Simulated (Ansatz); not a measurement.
Relaxation of BBrCl$_{2}$H$_{3}$N (8 atoms, charge 0, multiplicity 1), to a largest force component of 0.03 eV/Å in at most 50 steps.

Computed with RKS B3LYP/def2-SVP (Ansatz 0.2.0).

```xyz
8
Properties=species:S:1:pos:R:3
B -0.043 -0.223 -0.056
Cl -0.044 -0.748 1.703
Cl 1.511 -0.016 -0.873
N -1.251 -0.110 -0.723
H -2.134 -0.315 -0.268
H -1.314 0.249 -1.669
Br -0.017 2.873 0.948
H 0.124 1.803 1.992
```

Task: Where does it end, and by what steps?

Result: The run converged. The force dipped under the threshold on the way, but the program's further checks kept it going. After 12 steps the energy has fallen by 0.217 eV; Br7 moved furthest, 1.02 Å.

```csv
step,energy less start (eV),largest force component (eV/Å),accepted
0,0.0000,1.154,yes
1,-0.1250,0.569,yes
2,-0.1663,0.422,yes
3,-0.1782,0.208,yes
4,-0.1901,0.179,yes
5,-0.1988,0.479,yes
6,-0.2089,0.230,yes
7,-0.2117,0.243,yes
8,-0.2152,0.076,yes
9,-0.2156,0.054,yes
10,-0.2162,0.023,yes
11,-0.2164,0.046,yes
12,-0.2166,0.030,yes
```

```xyz
8
Properties=species:S:1:pos:R:3
B 0.001 -0.418 -0.195
Cl 0.094 -0.514 1.590
Cl 1.482 -0.600 -1.149
N -1.226 -0.202 -0.806
H -2.086 -0.089 -0.282
H -1.325 -0.131 -1.813
Br -0.151 3.441 1.786
H 0.043 2.026 1.923
```

Whether the end is a true minimum wasn't checked by a vibrational analysis.

The run took 28 s on 4 threads of Arm Neoverse V1 (shared host), peak memory 0.29 GiB.
